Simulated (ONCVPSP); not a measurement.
u(r) = r·R(r): atom against pseudo-atom (Ge)

Columns: radius, all-electron u(r) and pseudo u(r) of the 3d shell (level -31.27 eV) of germanium in the configuration [Ne] 3s2 3p6 3d10 4s1 4p3; LDA (Perdew-Zunger), scalar-relativistic, ONCV scheme, ONCVPSP 4.0.1.

| r (bohr) | all-electron | pseudo |
| --- | --- | --- |
| 0.065 | 0.0639 | 0.0067 |
| 0.130 | 0.2811 | 0.0500 |
| 0.195 | 0.5538 | 0.1549 |
| 0.260 | 0.7977 | 0.3266 |
| 0.325 | 0.9775 | 0.5491 |
| 0.390 | 1.0890 | 0.7903 |
| 0.455 | 1.1420 | 1.0123 |
| 0.520 | 1.1505 | 1.1816 |
| 0.585 | 1.1276 | 1.2772 |
| 0.650 | 1.0844 | 1.2957 |
| 0.715 | 1.0288 | 1.2482 |
| 0.780 | 0.9665 | 1.1558 |
| 0.845 | 0.9015 | 1.0418 |
| 0.910 | 0.8362 | 0.9260 |
| 0.975 | 0.7723 | 0.8212 |
| 1.040 | 0.7110 | 0.7327 |
| 1.105 | 0.6528 | 0.6599 |
| 1.170 | 0.5981 | 0.5995 |
| 1.235 | 0.5470 | 0.5470 |
| 1.300 | 0.4996 | 0.4995 |
| 1.365 | 0.4558 | 0.4557 |
| 1.430 | 0.4155 | 0.4154 |
| 1.495 | 0.3783 | 0.3783 |
| 1.560 | 0.3444 | 0.3443 |
| 1.625 | 0.3132 | 0.3131 |
| 1.690 | 0.2848 | 0.2847 |

Task: How many radial nodes do the two functions have?

Result: The all-electron 3d function has n − l − 1 = 0; the pseudo-wave has 0.

Task: At about which radius was the pseudo-wave matched?

Result: 1.30 bohr, where the columns begin to agree (steps of 0.07 bohr).

Task: Is the pseudo-wave norm-conserving?

Result: Yes: the ONCV scheme keeps the norm inside the radius equal to the all-electron one, which fixes the energy derivative of the logarithmic derivative at the level.
